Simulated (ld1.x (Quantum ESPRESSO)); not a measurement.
# oxygen (O) PAW: all-electron and pseudo phase curves

- Element: O (Z = 8)
- Generator: ld1.x (Quantum ESPRESSO) 7.5
- Type: PAW
- Functional: PBEsol
- Relativity: scalar-relativistic
- Frozen core: [He]
- Valence charge: 6
- Reference configuration: 2s2 2p4
- Partial waves: 2s (bound): rcut 0.60, rcutus 0.75 bohr; 2s channel at 0.5 Ry: rcut 0.60, rcutus 0.75 bohr; 2p (bound): rcut 0.85, rcutus 1.20 bohr; 2p channel at -0.3 Ry: rcut 0.85, rcutus 1.20 bohr
- Local potential: all-electron potential smoothed inside 0.55 bohr (lloc = -2)
- Core correction: Bessel-smoothed model core inside 0.50 bohr
- Augmentation charge: BESSEL, radius 0.50 bohr

The phase is arctan(r·u′/u) with u = r·R(r), unwrapped; energies in Ry, scanned from -4 to 5 Ry. A pole is an energy at which the radial function vanishes at the test radius. The pseudo phase is shifted by a multiple of π to meet the all-electron one at the reference energy, and phase errors are pseudo minus all-electron; the curves can meet again beyond the range given. Levels narrower than the energy grid can be missing from the lists of poles.

**Question.** For each channel, where are the poles, and over which energies does the pseudopotential scatter like the atom?

**Answer.**

```json
{"channel": "s", "radius (bohr)": "1.30", "reference energy (Ry)": "-1.75", "poles, all-electron": "1.64", "poles, pseudo": "1.64", "unbroken range about the reference energy with phases within 0.05 rad": "the whole range", "phase error 1 Ry above the reference energy (rad)": "+0.000"}
{"channel": "p", "radius (bohr)": "1.30", "reference energy (Ry)": "-0.66", "poles, all-electron": "2.02", "poles, pseudo": "2.02", "unbroken range about the reference energy with phases within 0.05 rad": "the whole range", "phase error 1 Ry above the reference energy (rad)": "-0.000"}
```

Phases in the p channel:

```
E (Ry)  all-electron  pseudo
 -4.00         1.095   1.094
 -3.52         1.041   1.041
 -3.04         0.967   0.967
 -2.56         0.859   0.859
 -2.08         0.688   0.687
 -1.60         0.398   0.397
 -1.12        -0.073  -0.074
 -0.64        -0.616  -0.616
 -0.16        -1.004  -1.004
  0.32        -1.235  -1.235
  0.80        -1.376  -1.377
  1.28        -1.471  -1.472
  1.76        -1.540  -1.541
  2.24        -1.594  -1.595
  2.72        -1.638  -1.639
  3.20        -1.677  -1.679
  3.68        -1.713  -1.715
  4.16        -1.747  -1.751
  4.64        -1.781  -1.786
```
